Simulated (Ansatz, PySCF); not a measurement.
The pair A = H2S (SMILES S) (first 3 atoms), B = C3H6 (SMILES C=CC); geometry from B3LYP-D3(BJ)/def2-TZVP.
(charge 0, multiplicity 1):
```tsv
atom	x (Å)	y (Å)	z (Å)
S	0.1223	0.4633	0.7293
H	0.6505	0.1531	1.9271
H	1.2451	0.1330	0.0720
C	1.1659	0.1878	4.5291
C	0.0679	-0.5515	4.4198
C	-1.3051	-0.0206	4.1599
H	1.1326	1.2681	4.4401
H	2.1341	-0.2582	4.7176
H	0.1517	-1.6308	4.5171
H	-1.9892	-0.2958	4.9675
H	-1.3034	1.0662	4.0666
H	-1.7191	-0.4449	3.2405
```

Cores are frozen in the correlated methods.

Run with Ansatz (Gaussian orbitals); PySCF for the dispersion terms. 

The monomers are drawn apart, rigid, along the line of their centres of mass. Counterpoise-corrected interaction energies (kcal/mol):

| level | R = 4.730 Å | R = 5.791 Å |
|---|---|---|
| PBE/def2-TZVPPD | -0.7299 | -0.2359 |
| PBE-D3(BJ)/def2-TZVPPD | -1.2500 | -0.4001 |
| wB97M-V/def2-TZVPPD | -1.0006 | -0.3521 |
| CCSD(T)/aug-cc-pV(D+d)Z | -0.9631 | -0.3319 |

Question: R is the distance of the centres of mass. Find the local exponent m of E ∝ R⁻ᵐ between the two points.

Answer: 
m = ln(E₁/E₂)/ln(R₂/R₁): PBE/def2-TZVPPD 5.6; PBE-D3(BJ)/def2-TZVPPD 5.6; wB97M-V/def2-TZVPPD 5.2; CCSD(T)/aug-cc-pV(D+d)Z 5.3. For scale, two fixed dipoles give m = 3, dipole and quadrupole 4, quadrupoles 5, and dispersion or dipole-induced dipole 6 at long range; at these distances several terms mix, and what is left of overlap and damping shifts m, so it need not match one of them.

Ansatz is an electronic-structure program.
